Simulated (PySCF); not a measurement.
**Does the structure fit the spectrum?**

A compound C4H6F4OSi gives the data below (simulated from a calculation) and was assigned the structure `F/C=C(\F)[C@@H]([SiH3])OC(F)F`.

¹³C{¹H} NMR (computed): δ 144.9 (CH), 136.4 (C), 134.6 (CH), 26.5 (CH2).

¹H NMR (500 MHz, computed): δ 6.66 (m, 1H), 5.99 (m, 1H), 5.30 (t, 2H), 2.06 (m, 2H).

Non-relativistic Hamiltonian, a single conformation, no solvent model, equivalent nuclei averaged. Structure optimised with GFN2-xTB; GIAO PBE0/pcSseg-1 shieldings; PySCF 2.14.0 with density-fitted response routines.

Shifts are taken against calculated references (same method and geometry level): ¹H (31.72 ppm) and ¹³C (186.93 ppm) vs TMS.

Task: Compare with the shifts computed for the proposed structure, pairing carbons in order of shift.

Result: Atom-mapped SMILES (the numbers label the heavy atoms): `[F:1]/[CH:2]=[C:3](\[F:4])[C@@H:5]([SiH3:6])[O:7][CH:8]([F:9])[F:10]`. Hydrogens are named by the atom that carries them.

```
atom  computed for proposal  given list  difference
  C3                  155.6       144.9       +10.7
  C2                  146.5       136.4       +10.1
  C8                  129.5       134.6        -5.1
  C5                   70.3        26.5       +43.8
```

The rms difference is 23.2 ppm and the largest +43.8 ppm at C5 (allylic sp3 CH bonded to O and Si). The carbon types in order of shift don't match either: C, CH, CH, CH for the proposal against CH, C, CH, CH2 in the data. The proposal doesn't fit.

Task: Which isomer fits?

Result: SMILES F/C=C\O[SiH2]CC(F)(F)F.

- Carbon types of the structure: 1 × C, 2 × CH, 1 × CH2, leaving 2 H on heteroatoms.
- δC 144.9: β carbon of an enol-ether or enamine type C=C.
- δC 136.4: CF3 carbon; 3 electronegative neighbours deshield it.
- δC 134.6: alkene carbon bearing oxygen; the olefinic region.
- δH 5.99: hydrogen on an alkene carbon bearing oxygen; a vinylic proton, deshielded by the sp2 carbon and the C=C anisotropy.

The shifts were computed for this structure.

Splittings by ¹⁹F in the carbon and heteronuclear signals aren't shown, as no couplings were computed. Shifts are as computed. Against solution values, carbons near 30 ppm lie about +3 ppm off and those near 130 ppm about +5 ppm. Of 1211 compounds with measured shifts, 218 miss one by over three times the rms of a fit or turn the order of signals round; such compounds aren't used in these exercises. No couplings were computed; multiplicities are counted from neighbouring protons, with m where these are inequivalent, close in shift, in a saturated or five-membered ring or joined by F or P, and br s for small geminal =CH2 splittings.
